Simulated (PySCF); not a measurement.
ScF2, SMILES [F][Sc+][F], charge +1. Heavy atoms are numbered as in [Sc+:1]([F:2])[F:3].

The structure is a stationary point at PBE0-D3(BJ)/def2-TZVP. The spin state was assumed, not searched. The isomer is the one that the SMILES or the coordinates give; other isomers of the formula were not compared.

The numbers are results of ωB97X/def2-TZVPD (PySCF), not measurements.

Mulliken values depend strongly on the basis, most of all with diffuse functions as here. ESP charges are fitted to the potential on shells at 1.4 to 2.0 van der Waals radii. Atomic charges (e), one atom of each kind:

```json
[
 {"atom": "Sc1", "meta-Löwdin": "1.76", "Mulliken": "1.90", "ESP fit": "1.91"},
 {"atom": "F2", "meta-Löwdin": "-0.38", "Mulliken": "-0.45", "ESP fit": "-0.46"}
]
```
